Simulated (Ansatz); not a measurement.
Two isomers of C3H5ClSi: A = `[SiH3]C1=C(Cl)C1`, B = `[SiH3]C1(Cl)C=C1`.

Computed with Ansatz on PBE0-D4/def2-TZVP structures; ΔE is electronic, products minus reactants. CCSD(T)/CBS adds triple-zeta CCSD(T) − MP2 to the extrapolated MP2 energy (def2 sets, frozen cores). DFT in def2-TZVPP. B3LYP here is the variant with VWN-RPA as its local correlation; programs differ in this.

Question: Which is lower in electronic energy at CCSD(T)/CBS, and by how much? (An estimate is asked.)

Answer: Ansatz gave: A, by 1.9 kcal/mol.

Question: Give E(B) − E(A) in kcal/mol with B2PLYP, MP2/def2-TZVPP, r2SCAN-D4, CCSD(T)/def2-TZVPP, ωB97M-V, PBE-D4, B3LYP. (Best estimate.)

Answer: The calculation gave: B2PLYP 3.7, MP2/def2-TZVPP 3.6, r2SCAN-D4 3.2, CCSD(T)/def2-TZVPP 3.3, ωB97M-V 1.8, PBE-D4 3.8, B3LYP 4.1. None reverses the order clearly.

Largest T1 diagnostic: 0.011.

The D4 term adds −1.0 kcal/mol with B3LYP and −0.5 kcal/mol with PBE0; it sums over pairs of atoms, weighted by their polarisabilities, and B3LYP, whose exchange is more repulsive, gets the larger term.
